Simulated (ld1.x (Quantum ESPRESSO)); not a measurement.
# Reading a pseudo-wave (hydrogen)

Columns: radius, all-electron u(r) and pseudo u(r) of the 1s shell (level -6.49 eV) of hydrogen in the configuration 1s1; PBE, non-relativistic, TM scheme, ld1.x (Quantum ESPRESSO) 7.5.

| r (bohr) | all-electron | pseudo |
| --- | --- | --- |
| 0.045 | 0.0826 | 0.0704 |
| 0.090 | 0.1578 | 0.1397 |
| 0.135 | 0.2260 | 0.2069 |
| 0.180 | 0.2878 | 0.2710 |
| 0.225 | 0.3436 | 0.3312 |
| 0.270 | 0.3938 | 0.3866 |
| 0.315 | 0.4389 | 0.4367 |
| 0.360 | 0.4792 | 0.4811 |
| 0.405 | 0.5150 | 0.5198 |
| 0.450 | 0.5468 | 0.5531 |
| 0.495 | 0.5747 | 0.5812 |
| 0.540 | 0.5992 | 0.6049 |
| 0.585 | 0.6204 | 0.6248 |
| 0.630 | 0.6387 | 0.6417 |
| 0.675 | 0.6543 | 0.6559 |
| 0.720 | 0.6673 | 0.6681 |
| 0.765 | 0.6780 | 0.6783 |
| 0.810 | 0.6867 | 0.6867 |
| 0.855 | 0.6933 | 0.6933 |
| 0.900 | 0.6982 | 0.6982 |
| 0.945 | 0.7015 | 0.7015 |
| 0.990 | 0.7032 | 0.7032 |
| 1.035 | 0.7037 | 0.7037 |
| 1.080 | 0.7028 | 0.7028 |
| 1.125 | 0.7009 | 0.7009 |
| 1.170 | 0.6979 | 0.6979 |

How many radial nodes do the two functions have?

The all-electron 1s function has n − l − 1 = 0; the pseudo-wave has 0.

At about which radius was the pseudo-wave matched?

0.90 bohr. The columns agree to 0.0005 from 0.77 bohr on; several derivatives are matched, so the curves merge somewhat inside the radius.

Is the pseudo-wave norm-conserving?

Yes: the TM scheme keeps the norm inside the radius equal to the all-electron one, which fixes the energy derivative of the logarithmic derivative at the level.
